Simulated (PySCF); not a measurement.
Calculation: PBE-D3(BJ)/def2-TZVP // B3LYP-D3(BJ)/def2-TZVP (PySCF). Isolated molecules, 0 K electronic values unless said otherwise. 

Reference species (SMILES): `B` (neutral, multiplicity 1).

* **HOMO**: -8.48 eV

Changed species: `B[SiH3]` (1 of 3 H replaced by SiH3; the reference has 0 of 3 H replaced by SiH3).

Task: Predict the effect on the HOMO.

Result: the HOMO rises by 1.24 eV, to -7.24 eV.
